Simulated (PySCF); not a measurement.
One of the candidates below gave these computed data.

- 1H NMR: chemical shifts (computed TMS as zero) by class: 8.17 (1 H), 7.46 (1 H), 7.29 (1 H), 5.26 (3 H), 4.88 (2 H) ppm [GIAO PBE0/pcSseg-1]
- Rotational structure: rotational constants A, B, C: 6.714, 1.944, 1.641 GHz [GFN2-xTB]
- NMR, other nuclei: isotropic shieldings of nuclei other than C and H, by class: 204 (1 N), 44 (1 O) ppm [GIAO PBE0/pcSseg-1]
- 13C NMR: chemical shifts (computed TMS as zero) by class: 157.3 (1 C), 141.3 (1 C), 127.5 (1 C), 121.9 (1 C), 46.3 (1 C) ppm [GIAO PBE0/pcSseg-1]
- Triplet: lowest triplet excitation (Tamm–Dancoff): 3.78 eV [TDA PBE0/def2-SVPD]
- Polarisability: 64.9 au [PBE0/def2-SVPD]
- UV, first state: lowest singlet excitation: 5.04 eV (246 nm, f = 0.119) [TDDFT PBE0/def2-SVPD]
- UV, strongest line: among the 6 lowest singlet transitions: S2 at 6.08 eV (204 nm, f = 0.146) [TDDFT PBE0/def2-SVPD]

The electronic properties come from PySCF, for the isolated species, density fitting. Levels stand in brackets. Geometry: GFN2-xTB, one conformer, isolated ion. NMR values are class means; diastereotopic atoms form classes of their own.

**Question.** Which candidate is it?
A. `[NH3+]Cc1ccco1`
B. `C[C+]1OCCO1`
C. `CC[n+]1ccoc1`

**Answer.** A. It is `[NH3+]Cc1ccco1`. Numbering: `[NH3+:1][CH2:2][c:3]1[cH:4][cH:5][cH:6][o:7]1`. 5 carbons fall into 5 classes; from least to most shielded: aromatic CH next to a ring oxygen [C6] (157.3 ppm), substituted aromatic carbon [C3] (141.3 ppm), aromatic CH carbon [C4] (127.5 ppm), aromatic CH carbon [C5] (121.9 ppm), chain sp3 carbon bound to nitrogen [C2] (46.3 ppm). Hydrogen classes from least to most shielded: 1 H on an aromatic CH next to a ring oxygen, C6 (8.17 ppm), 1 H on an aromatic CH carbon, C4 (7.46 ppm), 1 H on an aromatic CH carbon, C5 (7.29 ppm), 3 H on an ammonium nitrogen, N1 (5.26 ppm, a mean of values up to 1.0 ppm apart in this geometry), 2 H on an sp3 carbon bound to nitrogen, C2 (4.88 ppm). The other shieldings belong to: 204 ppm, ammonium nitrogen [N1]; 44 ppm, furan-type oxygen [O7]. S1 is mainly HOMO→LUMO (weight 0.96); the largest Löwdin shares of the orbital it empties are 0.28 on the aromatic CH next to a ring oxygen, 0.25 on the substituted aromatic carbon, 0.18 on an aromatic CH carbon and 0.10 on an aromatic CH carbon, of the orbital it fills 0.17 on the ammonium nitrogen, 0.15 on an N–H hydrogen, 0.12 on an N–H hydrogen and 0.10 on the sp3 carbon bound to nitrogen. The optimised geometry has point group C1 and is an asymmetric top.

The others, at the same levels:
- `CC[n+]1ccoc1` fails: its computed 13C shifts are 156.9 (1 C), 153.9 (1 C), 131.6 (1 C), 48.0 (1 C), 22.3 (1 C) ppm, 1H shifts are 8.76 (1 H), 8.59 (1 H), 7.93 (1 H), 4.60 (2 H), 1.95 (3 H) ppm and lowest singlet excitation is 6.15 eV (202 nm, f = 0.120) (against 5.04 eV).
- `C[C+]1OCCO1` fails: it has 7 hydrogens where the 1H data count 8; its computed 13C shifts are 203.1 (1 C), 75.8 (2 C), 17.2 (1 C) ppm, 1H shifts are 5.59 (4 H), 3.33 (3 H) ppm and lowest singlet excitation is 6.76 eV (184 nm, f = 0.048) (against 5.04 eV).

Each candidate is one conformer, not necessarily the lowest. The conformers computed, where there is a choice (atom-mapped SMILES and torsion angles):
- `[NH3+:1][CH2:2][c:3]1[cH:4][cH:5][cH:6][o:7]1`: N1–C2–C3–C4 -122°
- `[CH3:1][CH2:2][n+:3]1[cH:4][cH:5][o:6][cH:7]1`: C1–C2–N3–C4 -82°
